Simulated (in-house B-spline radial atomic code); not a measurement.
Atomic self-consistent-field run: Ar⁴⁺ (with a hole in an inner shell). Computed with a B-spline radial code for spherical atoms: Dirac-Hartree-Fock, average of configuration, Fermi nucleus of rms radius 3.4274 fm.

Command:
```bash
python run_scf.py task.json out
```
Settings (nuclear radius in fm, mass in u):
```
Z                18
configuration    1s2 2s2 2p6 3s2 3p2
hamiltonian      dirac
method           hf
spin_polarised   False
nucleus          fermi
rms_radius       3.4274
atomic_mass      39.96238
speed_of_light   137.035999084
```

Output (hartree, bohr):
```
 radial grid: 67 intervals, B-splines of order 8, outer radius 14.6809 bohr

 iter        energy (Eh)    residual
    1       -521.5444587    3.56e-01
    2       -523.4494789    1.00e-01
    3       -523.5225146    3.91e-02
    4       -523.5338869    1.52e-02
    5       -523.5359285    3.37e-03
    6       -523.5360314    1.92e-04
    7       -523.5360318    1.22e-05
    8       -523.5360318    6.27e-07
    9       -523.5360318    1.67e-08

 total energy                     -523.536032
 kinetic                            527.30212
 electron-nucleus                 -1216.73067
 electron-electron                  165.89251

 first-order corrections (not in the total)
   Gaunt                            0.14213
   retardation                     -0.01082
   frequency dependence            -0.00015
   self-energy                      0.09370
   Uehling                         -0.00653
   Wichmann-Kroll                   0.00002
   recoil                           0.00591

 orbital      occ     eigenvalue          <r>       <r^2>       <1/r>       r_max    small
 1s1/2      2.000     -121.72687    0.0856051  0.00985794     17.7053     0.05609  4.12e-03
 2s1/2      2.000      -14.91179     0.408374     0.19736     3.60197      0.3365  6.77e-04
 2p1/2      2.000      -12.12669     0.372165    0.171518     3.48677      0.2797  6.44e-04
 2p3/2      4.000      -12.04136     0.374425    0.173461     3.45823      0.2815  6.39e-04
 3s1/2      2.000       -3.28199      1.26243     1.81572     1.08757       1.113  1.32e-04
 3p1/2      0.667       -2.69827      1.34056     2.07139     1.00308       1.168  1.18e-04
 3p3/2      1.333       -2.68843      1.34513     2.08519    0.998561       1.172  1.17e-04
```

Time taken, with all properties: 0.52 s on 1 thread of Arm Neoverse V2, with other jobs on the host.

For the Dirac Hamiltonian the kinetic term is c α·p + (β - 1)c².
